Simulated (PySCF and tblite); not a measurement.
Results of a calculation; reference values are marked as such.
## Conformer ensemble of C6H10OS2, numbered as in [CH3:1][S:2][C@:3]1([C:4]([CH3:5])=[O:6])[CH2:7][CH2:8][S:9]1

Search: ETKDG and KDG, MMFF94s, GFN2-xTB, 200 starts; geometries at GFN2-xTB. Energies: PBE0-D3(BJ)/6-31G*, with GFN2-xTB thermal terms (modes under about 100 cm⁻¹ blended into free rotors). Symmetry numbers and mirror images are counted. Conformers within 2.5 kcal/mol (GFN2-xTB free energy) were kept, 5 at most. GIAO shieldings: PBE0/6-31G*. Shifts are against TMS (¹H), TMS (¹³C) at the same level; of two unlike H on one atom, a is the less shielded. (PySCF 2.14, tblite 0.8.)

Torsions listed: C1–S2–C3–S9, S2–C3–C4–O6. The 4-ring runs over atoms 3–7–8–9.

```json
{"conformer": "1", "shape": "4-ring flat; -49°, -132°", "symmetry": "C1", "E(GFN2) kcal/mol": "0.00", "E(DFT) kcal/mol": "0.00", "G(298.15 K) kcal/mol": "0.00", "weight %": "64.6", "dipole D": "2.48"}
{"conformer": "2", "shape": "4-ring puckered (ring torsions -13, 11, -11, 13°); 54°, 89°", "symmetry": "C1", "E(GFN2) kcal/mol": "0.76", "E(DFT) kcal/mol": "0.70", "G(298.15 K) kcal/mol": "0.74", "weight %": "18.6", "dipole D": "2.91"}
{"conformer": "3", "shape": "4-ring flat; -164°, -93°", "symmetry": "C1", "E(GFN2) kcal/mol": "0.57", "E(DFT) kcal/mol": "0.97", "G(298.15 K) kcal/mol": "0.93", "weight %": "13.5", "dipole D": "1.47"}
{"conformer": "4", "shape": "4-ring flat; 44°, -102°", "symmetry": "C1", "E(GFN2) kcal/mol": "1.35", "E(DFT) kcal/mol": "1.85", "G(298.15 K) kcal/mol": "1.87", "weight %": "2.7", "dipole D": "2.09"}
{"conformer": "5", "shape": "4-ring flat; 58°, -81°", "symmetry": "C1", "E(GFN2) kcal/mol": "1.64", "E(DFT) kcal/mol": "2.81", "G(298.15 K) kcal/mol": "2.74", "weight %": "0.6", "dipole D": "2.06"}
```

Weights (%) against temperature:

```csv
T (K),1,2,3,4,5,S(mix) cal/mol/K
250,71.6,15.9,10.6,1.6,0.3,1.70
298.15,64.6,18.6,13.5,2.7,0.6,1.98
350,58.3,20.7,15.8,4.0,1.1,2.21
```

Averaged shifts at 298.15 K. ¹H: 3.59 (H7a, 1H), 2.91 (H8a, 1H), 2.82 (H8b, 1H), 2.65 (H7b, 1H), 2.25 (H1, 3H), 2.14 (H5, 3H) ppm. ¹³C: 188.7 (C4), 70.0 (C3), 31.2 (C7), 23.5 (C5), 19.5 (C8), 16.6 (C1) ppm.

Coordinates of conformer 1 (Å):

```xyz
19

C     2.449   -0.591    0.672
S     1.100   -1.376   -0.252
C    -0.153   -0.061   -0.216
C    -1.487   -0.601   -0.708
C    -1.925   -1.878   -0.059
O    -2.130    0.000   -1.530
C     0.239    1.289   -0.818
C    -0.172    2.148    0.377
S    -0.496    0.701    1.449
H     2.967    0.136    0.052
H     2.032   -0.126    1.561
H     3.128   -1.389    0.951
H    -1.366   -2.697   -0.509
H    -2.987   -2.035   -0.227
H    -1.703   -1.864    1.005
H    -0.325    1.497   -1.729
H     1.302    1.355   -1.039
H     0.605    2.787    0.789
H    -1.088    2.714    0.225
```

GFN2-xTB leaves a saturated small ring flat here that puckers in reality. Shifts are unscaled: against experiment ¹³C can be off by 15 ppm or more and ¹H by 0.8 ppm. For its torsions the set is small; conformers may be missing.

Search and properties took 2.3 min on 1 thread of Arm Neoverse V1, on a host shared with other jobs (rough), launched as `OMP_NUM_THREADS=1 python ens_run.py task.json out`.
